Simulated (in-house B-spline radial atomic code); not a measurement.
# RPA and G0W0 on BHandHLYP: the zinc ion Zn⁺

Configuration [Ar] 3d10 4s1, highest spin, mean-field start BHandHLYP. Computed with a B-spline radial code for spherical atoms: all electrons, non-relativistic, point nucleus, each spin shell either full or empty, empty states to l = 9 with an (l + 1/2)⁻⁴ tail; G0W0 by contour deformation at full frequency.

Command:
```bash
python run_gw.py task.json out
```
Settings (radii: box in bohr, nucleus in fm):
```
Z                        30
electrons                29
configuration            [Ar] 3d10 4s1
hamiltonian              nr
method                   bhandhlyp
lmax                     9
spin_polarised           True
box_radius               23.78
intervals                53
ion_configuration        [Ar] 3d10
```

Run time, properties included: 5.9 s on 1 thread of Arm Neoverse N1, with other jobs on the host.

Energies (hartree):

| term | value |
| --- | --- |
| mean-field total | -1779.07234 |
| Hartree-Fock functional on these orbitals | -1777.55740 |
| direct second order | -2.5121 |
| second-order exchange | 0.72334 |
| SOSEX correction | 0.65027 |

(1) What is the RPA correlation energy, and what remains with SOSEX?

Quasi-particle levels (eV):

```csv
level,occupied,mean field,Σx - vxc,Σc,QP weight,G0W0
4s up,yes,-15.714,-1.13,?,?,?
3d down,yes,-25.641,-5.45,2.83,0.885,-28.262
3d up,yes,-25.747,-5.47,2.82,0.878,-28.391
4s down,no,-10.833,3.63,-1.90,0.942,-9.110
```

G0W0 = mean field + (Σx - vxc) + Σc, with Σc (partial-wave tail included) taken at the quasi-particle energy. Only the outer levels were computed. Levels of low weight are left out.

(2) Where does G0W0 put 4s up?

(3) What does it cost to remove one electron (to [Ar] 3d10) by differences of total energies, each species on its own start (correlation terms add to the Hartree-Fock functional)?

Answers

(1) RPA gives -2.0889 hartree (-1.96 eV per electron); RPA + SOSEX gives -1.4386, and the second-order doubles -1.7887 hartree (no singles). SOSEX takes back 31 % of the RPA value.

(2) At -18.097 eV, with Σc = -1.25 eV and a quasi-particle weight of 0.957. The tabulated removal energy is 17.964 eV (NIST, measured); the calculation leaves out relativity, Breit and QED terms, and what these don't explain is the method's own error.

(3) BHandHLYP 17.829 eV, Hartree-Fock functional 16.509 eV, + RPA 17.994 eV, + RPA + SOSEX 17.420 eV, + second order 18.077 eV. Tabulated: 17.964 eV (NIST, measured); the calculation leaves out relativity, Breit and QED terms, and what these don't explain is the method's own error.
